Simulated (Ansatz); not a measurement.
**Worked example: B(CH3)2Cl + LiSH → B(CH3)2(SH) + LiCl**

Species: B(CH3)2Cl (chlorodimethylborane), singlet; LiSH `[Li][SH]`, singlet; B(CH3)2(SH), singlet; LiCl, singlet. The partners trade Cl for SH: B–Cl and Li–SH bonds give way to B–SH and Li–Cl.

Shapes, held fixed at every level: PBE0-D4/def2-TZVP. Programs: Ansatz 0.2.0. The zero-point and thermal change to 298 K, harmonic and unscaled (PBE0-D4/def2-TZVP), is +4.6 kJ/mol.

At CCSD(T)/def2-TZVPP; 1 Eh = 2625.50 kJ/mol:

| species | energy (Eh) |
| --- | --- |
| B(CH3)2Cl | -564.248246 |
| LiSH | -405.870901 |
| B(CH3)2(SH) | -502.844012 |
| LiCl | -467.302589 |

Work out ΔH(298 K) of the reaction at this level.


1. Products less reactants: (-502.844012) + (-467.302589) − [(-564.248246) + (-405.870901)] = -0.027454 Eh = -72.1 kJ/mol.
2. With the thermal change: -72.1 + (+4.6) = -67.5 kJ/mol.

Other levels give -72.5 (MP2/def2-SVP) to -67.5 kJ/mol (CCSD/def2-TZVPP). No measured value is set beside it here. Correlated rows may include outer-core shells of Li, which these sets cover unevenly.
